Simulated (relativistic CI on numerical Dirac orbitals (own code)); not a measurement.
**Mn3+ in a cubic cluster: 1s photoemission with charge transfer**

Computed with a charge-transfer multiplet model of a cubic metal-ligand cluster with up to 2 ligand holes, Slater and spin-orbit integrals from Dirac-Coulomb-Breit ions, Slater integrals scaled by 0.8. The ground state mixes d4 with configurations of k ligand holes L, whose averages lie at kΔ + k(k − 1)U_dd/2; a core hole lowers each added d electron by U_cd. 300 K, Lorentzian 1.1 eV and Gaussian 0.6 eV FWHM.

Atomic integrals in eV (Slater integrals scaled, ζ unscaled), ground: F2dd 9.084, F4dd 5.682, zeta_d 0.043; with the core hole: F2dd 10.434, F4dd 6.559, zeta_d 0.065, G2cd 0.055.

Cluster parameters (eV): Δ = 3.7, U_dd = 5.1, 10Dq = 1.1, 10Dq(ligand) = 1.6, V(eg) = 1.8, V(t2g) = -0.77, final-state hopping factor = 1.

| Case | n_d | d4 | d5L | d6L2 | S |
| --- | --- | --- | --- | --- | --- |
| U_cd = 5.6 eV | 4.45 | 0.58 | 0.39 | 0.03 | 2.00 |
| U_cd = 6.2 eV | 4.45 | 0.58 | 0.39 | 0.03 | 2.00 |
| U_cd = 7.4 eV | 4.45 | 0.58 | 0.39 | 0.03 | 2.00 |

Weights, n_d and S are thermal averages at 300 K. Binding energies count from the first peak over 30 % of the highest in each spectrum, which can be another peak from case to case. The parameters are a model scan and need not match a compound or its usual spin state. Peaks in eV (height, largest 100):
- U_cd = 5.6 eV: 0.0 (100), 4.0 (17), 7.7 (24)
- U_cd = 6.2 eV: 0.0 (100), 4.0 (16), 7.6 (28)
- U_cd = 7.4 eV: 0.0 (100), 3.9 (13), 7.4 (30), 9.5 (18)

For the case U_cd = 5.6 eV, Δ = 3.7 eV is smaller than U_dd = 5.1 eV, the charge-transfer side of the Zaanen-Sawatzky-Allen scheme. With the core hole the configuration with one ligand hole lies at Δ − U_cd = -1.9, -2.5, -3.7 eV from the one without, in the order of the table; where this is negative the screened configuration lies lower, though the effective hopping of about 3.2 eV (from the holes of the mixed ground state) mixes the two strongly wherever it is as large as the gap.
